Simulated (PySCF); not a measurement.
Species: `C=C(C)[SiH2]CF`. The columns A, B, C and D hold Mulliken, IAO, Hirshfeld and ESP-fitted charges (e) of one PBE0/pcSseg-1 density (PySCF), in a shuffled order. Coordinates in Å (GFN2-xTB); the density's dipole moment is (0.11, 1.34, -0.23) D.

| atom | x | y | z | A | B | C | D |
| --- | --- | --- | --- | --- | --- | --- | --- |
| C1 | 1.558 | 1.465 | -0.148 | -0.084 | -0.306 | -0.549 | -0.101 |
| C2 | 0.846 | 0.383 | 0.145 | -0.608 | -0.239 | +0.164 | -0.077 |
| C3 | 1.447 | -0.989 | 0.059 | -0.183 | -0.421 | -0.450 | -0.120 |
| Si4 | -0.961 | 0.489 | 0.688 | +0.691 | +0.741 | +0.285 | +0.336 |
| C5 | -2.047 | -0.489 | -0.564 | -0.144 | -0.236 | -0.045 | -0.067 |
| F6 | -1.769 | -1.842 | -0.493 | -0.346 | -0.329 | -0.232 | -0.123 |
| H7 | 2.590 | 1.405 | -0.461 | +0.107 | +0.142 | +0.210 | +0.044 |
| H8 | 1.141 | 2.456 | -0.086 | +0.107 | +0.144 | +0.188 | +0.041 |
| H9 | 1.460 | -1.454 | 1.044 | +0.130 | +0.152 | +0.132 | +0.046 |
| H10 | 0.848 | -1.625 | -0.591 | +0.136 | +0.158 | +0.143 | +0.041 |
| H11 | 2.465 | -0.952 | -0.325 | +0.111 | +0.142 | +0.135 | +0.044 |
| H12 | -1.153 | -0.131 | 2.003 | -0.073 | -0.118 | -0.067 | -0.075 |
| H13 | -1.445 | 1.873 | 0.662 | -0.101 | -0.123 | -0.092 | -0.075 |
| H14 | -1.871 | -0.196 | -1.602 | +0.129 | +0.147 | +0.081 | +0.043 |
| H15 | -3.114 | -0.386 | -0.354 | +0.128 | +0.147 | +0.096 | +0.043 |

Q: Which column most likely holds the ESP-fitted charges?

A: C. Σ q r misses the density's dipole by 0.01 D (C), 0.58 D (D), 1.56 D (A), 1.88 D (B). Charges fitted to the outside potential are the only set here that is tied to the molecule's multipoles.

Q: And the Hirshfeld charges?

A: D. The mean sizes are 0.085 e (D), 0.191 e (C), 0.205 e (A), 0.236 e (B), and Hirshfeld charges are commonly the smallest of these schemes.

As computed, A = Mulliken, B = IAO, C = ESP-fitted, D = Hirshfeld. Hydrogens on carbon: Mulliken +0.11 to +0.14, IAO +0.14 to +0.16, ESP-fitted +0.08 to +0.21, Hirshfeld +0.04 to +0.05 e.

The ESP scheme is a least-squares fit of atom-centred charges to the potential on four shells outside the van der Waals surface, with the total charge fixed. The Hirshfeld scheme weights the molecular density at each point by an atom's share of the summed free-atom densities.

Geometry: GFN2-xTB, one conformer, isolated molecule.

The run behind these numbers computed NMR shieldings as well. The run took 18 s on an Arm Neoverse V1 with one thread, no GPU, shared host with 32 logical CPUs at a one-minute load of 22, and the process peaked at 0.72 GiB of memory.

Shape of the structure used: `[CH2:1]=[C:2]([CH3:3])[SiH2:4][CH2:5][F:6]`: C1–C2–Si4–C5 120°, C2–Si4–C5–F6 67°.
